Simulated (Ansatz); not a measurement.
The cluster Sn₂S⁺. Total charge 1; doublet. Geometry B3LYP-D4/def2-TZVP, that of the neutral singlet; atoms count from 1.

```xyz
3

Sn   -0.6291    1.3743   -0.5450
Sn    1.0648   -1.0195   -0.6391
S    -0.4356   -0.3548    1.1842
```

In the def2 sets Sn takes a core potential; there is no spin–orbit coupling. The structure comes from a short search, and lower isomers may exist.

**Question.** Estimate the Mulliken populations from the PBE0/def2-TZVP orbitals of Ansatz.

**Answer.** 
```json
{"atom": "Sn1", "charge (e)": "0.64", "spin (α − β)": "0.51"}
{"atom": "Sn2", "charge (e)": "0.64", "spin (α − β)": "0.51"}
{"atom": "S3", "charge (e)": "-0.28", "spin (α − β)": "-0.02"}
```
Mulliken values depend strongly on the basis.

**Question.** Where does the spin sit?

**Answer.** Summed by element: Sn 1.02, S -0.02, of 1 unpaired in all. Largest on single atoms: Sn2 0.51, Sn1 0.51, S3 -0.02.

**Question.** And the Mayer bond orders between heavy atoms (over 0.3)?

**Answer.** Sn1–Sn2 0.63 (2.93 Å); Sn1–S3 1.23 (2.45 Å); Sn2–S3 1.23 (2.45 Å).
